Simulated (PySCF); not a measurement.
C3H11AlO3Si, SMILES C[Si](C)(O)[CH2][Al]([OH])[OH] (GFN2-xTB optimised geometry):

```
19

Si    -0.365     1.119    -1.561
C     -1.046     2.830    -2.025
C     -0.630    -0.144    -2.965
O      1.233     1.349    -1.310
C     -1.133     0.344     0.000
Al    -0.333    -1.475     0.000
O     -1.244    -2.848    -0.061
O      1.328    -1.475     0.000
H     -0.523     3.225    -2.888
H     -2.102     2.784    -2.267
H     -0.918     3.535    -1.211
H     -0.421    -1.143    -2.567
H      0.033     0.023    -3.807
H     -1.648    -0.148    -3.338
H      1.678     0.637    -0.849
H     -0.877     0.944     0.871
H     -2.218     0.299    -0.058
H     -1.889    -3.535    -0.115
H      2.218    -1.796     0.036
```

Level of theory: B3LYP/def2-SVP run with PySCF.

Question: What are the frontier orbital energies and the dipole moment?

Answer: HOMO-2 -8.36 eV, HOMO-1 -7.37 eV, HOMO -7.02 eV, LUMO 0.00 eV, LUMO+1 0.79 eV; dipole moment 2.63 D.

On the same geometry PBE/def2-SVP (PySCF) gives HOMO-2 -6.93 eV, HOMO-1 -6.16 eV, HOMO -5.95 eV, LUMO -0.55 eV, LUMO+1 0.16 eV; dipole moment 2.52 D.

Meta-Löwdin charges at B3LYP/def2-SVP: Si1 1.10, C2 -0.54, C3 -0.55, O4 -0.72, C5 -0.72, Al6 1.03, O7 -0.72, O8 -0.73, H9 0.11, H10 0.10, H11 0.11, H12 0.09, H13 0.11, H14 0.11, H15 0.32, H16 0.12, H17 0.11, H18 0.34, H19 0.34.
